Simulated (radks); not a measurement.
Species: Tc3+. Configuration: [Kr] 4d4.

Calculated with a radial shooting solver on a logarithmic mesh with Libxc functionals: Dirac Kohn-Sham, SOGGA, spin-unpolarised, spherical densities, point nucleus; open shells are shared between the two j in proportion to 2j + 1.

Energy parts (eV):
part                       energy
total                 -116514.047
kinetic                121030.591
electron-nucleus      -280420.537
Hartree                 46277.931
exchange-correlation    -3402.032

Orbitals (lengths in bohr, moments of r in powers of bohr; <r^-3> diverges for s and p1/2; r(max) is where P^2 peaks; r(90%) holds 90 % of the orbital's charge):
orbital  occ.  eigenvalue (eV)     <r^2>   r(max)  r(90%)  <r^-3>
1s1/2       2        -20876.22  0.001588  0.02229  0.0615       -
2s1/2       2        -3004.379   0.02634   0.1263   0.231       -
2p1/2       2        -2773.288   0.01984  0.09816   0.208       -
2p3/2       4        -2655.144   0.02120   0.1021   0.214    2592
3s1/2       2        -548.4820    0.1978   0.3727   0.614       -
3p1/2       2        -459.6729    0.1950   0.3595   0.619       -
3p3/2       4        -439.9049    0.2050   0.3690   0.634   439.7
3d3/2       4        -282.6664    0.1892   0.3097   0.634   64.97
3d5/2       6        -278.8647    0.1924   0.3124   0.639   61.79
4s1/2       2        -103.4373     1.252   0.9478    1.53       -
4p1/2       2         -77.2701     1.480    1.003    1.68       -
4p3/2       4         -74.2465     1.554    1.027    1.72   67.41
4d3/2     1.6         -35.2341     2.677    1.230    2.33   6.110
4d5/2     2.4         -34.8854     2.720    1.240    2.35   5.787
5s1/2       0         -27.5167     7.626    2.375    3.74       -
5p1/2       0         -21.4286     10.04    2.723    4.30       -
5p3/2       0         -20.9816     10.42    2.783    4.37   10.04

The highest occupied level is 4d5/2 at -34.885 eV. Summed over all electrons, <r^2> = 26.19 bohr^2, which gives a Langevin (diamagnetic) susceptibility term of -20.7 x 10^-6 cm^3/mol. The density falls to 0.001 e/bohr^3 at r = 3.26 bohr. For comparison, the ionisation energy in NIST's Atomic Spectra Database is 41 eV (theoretical). In exact Kohn-Sham theory the highest level is minus the ionisation energy, but local and semilocal functionals leave it too shallow, through self-interaction and a potential that decays too fast; potentials with the right tail come closer.

Beside tabulated values, note that spin-unpolarised runs miss the spin-polarisation part of the exchange energy of open shells.
